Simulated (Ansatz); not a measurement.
Coupled-cluster diagnostics for Zr(OH)4 (ZrO4H4), Ansatz.

Geometry of the singlet (PBE-D4/def2-SVP):

```csv
atom,x (Å),y (Å),z (Å)
Zr1,0.000,0.000,0.000
O2,-0.868,1.021,-1.401
H3,-1.299,1.524,-2.101
O4,-0.625,0.614,1.729
H5,-0.934,0.923,2.589
O6,1.919,0.245,-0.117
H7,2.874,0.365,-0.171
O8,-0.426,-1.879,-0.211
H9,-0.642,-2.813,-0.316
```

In the def2 sets Zr takes a core potential; there is no spin–orbit coupling. Correlated methods freeze 4 core orbitals; core or outer-core shells of Zr are correlated, in sets that lack core-valence functions.

Q: Estimate the CCSD(T) correlation energy, the shares of MP2 and (T), T1 and the reference's ⟨S²⟩ for: charge 0, singlet, own geometry in def2-TZVP; and the rough time on 4 threads of Arm Neoverse V2 on a shared host.

A: 
| state | basis | correlation (eV) | MP2 share (%) | (T) share (%) | T1 | ⟨S²⟩ (pure) | wall time |
| --- | --- | --- | --- | --- | --- | --- | --- |
| charge 0, singlet, own geometry | def2-TZVP | -35.936 | 96.8 | 3.6 | 0.015 | 0.00 (0.00) | 94 s |
Customary marks for T1 are 0.02 (closed shells), 0.045 (open shells) and about 0.05 (3d metals). T1 stays under 0.02 throughout.
